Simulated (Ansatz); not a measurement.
MoO₃. Total charge 0; triplet. Geometry r2SCAN-D4/def2-TZVP, that of the neutral singlet; atoms count from 1.

```
atom   x (Å)   y (Å)   z (Å)
 Mo1  -0.347  -0.046   0.240
  O2  -0.747  -0.326  -1.394
  O3   0.838  -1.166   0.738
  O4   0.256   1.539   0.416
```

In the def2 sets Mo takes a core potential; there is no spin–orbit coupling. At PBE0-D4/def2-TZVP a singlet of charge 0 lies 2.02 eV below the triplet at the same geometry.

Question: Estimate the Mulliken populations from the PBE0/def2-TZVP orbitals of Ansatz.

Answer: 
| atom | charge (e) | spin (α − β) | d electrons |
| --- | --- | --- | --- |
| Mo1 | 1.44 | 0.75 | 3.86 |
| O2 | -0.44 | 0.63 | – |
| O3 | -0.57 | -0.01 | – |
| O4 | -0.44 | 0.63 | – |
Mulliken values depend strongly on the basis.

Question: Where does the spin sit?

Answer: Summed by element: Mo 0.75, O 1.25, of 2 unpaired in all. Largest on single atoms: Mo1 0.75, O2 0.63, O4 0.63.

Question: And the Mayer bond orders between heavy atoms (over 0.3)?

Answer: Mo1–O2 1.49 (1.70 Å); Mo1–O3 1.90 (1.70 Å); Mo1–O4 1.49 (1.70 Å).
